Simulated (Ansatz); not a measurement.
Basis sets compared for Pb2S3. Charge 0, multiplicity 1. Geometry r2SCAN-D4/def2-SVP. Ansatz on 4 threads of Arm Neoverse V2 on a shared host; times are rough, and most runs start from earlier orbitals.

```xyz
5

Pb    0.428   -0.111    2.167
Pb   -1.395   -0.569   -1.619
S     1.692    0.987    0.221
S    -1.524   -1.071    0.864
S     0.798    0.763   -1.633
```

In the def2 sets Pb takes a core potential; there is no spin–orbit coupling. Another isomer (singlet) lies 0.36 eV lower at PBE0-D4/def2-TZVP; other spin states weren't run for this one.

Binding counts from free atoms (Pb triplet, S triplet) in the same basis, without a counterpoise term.

| level | functions | energy (Eh) | HOMO (eV) | LUMO (eV) | binding per atom (eV) | wall time |
| --- | --- | --- | --- | --- | --- | --- |
| PBE-D4/def2-SVP | 106 | -1579.6810 | -5.16 | -3.01 | 3.05 | 1.1 s |
| PBE0-D4/def2-SVP | 106 | -1579.7004 | -6.04 | -2.46 | 2.83 | 1.7 s |

(1) Estimate the rows for PBE-D4/def2-TZVP (with forces), PBE0-D4/def2-TZVP.

Answers

(1) 
| level | functions | energy (Eh) | HOMO (eV) | LUMO (eV) | binding per atom (eV) | wall time |
| --- | --- | --- | --- | --- | --- | --- |
| PBE-D4/def2-TZVP (with forces) | 211 | -1580.1156 | -5.22 | -3.10 | 3.11 | 2.9 s |
| PBE0-D4/def2-TZVP | 211 | -1580.1290 | -6.09 | -2.52 | 2.91 | 5.5 s |
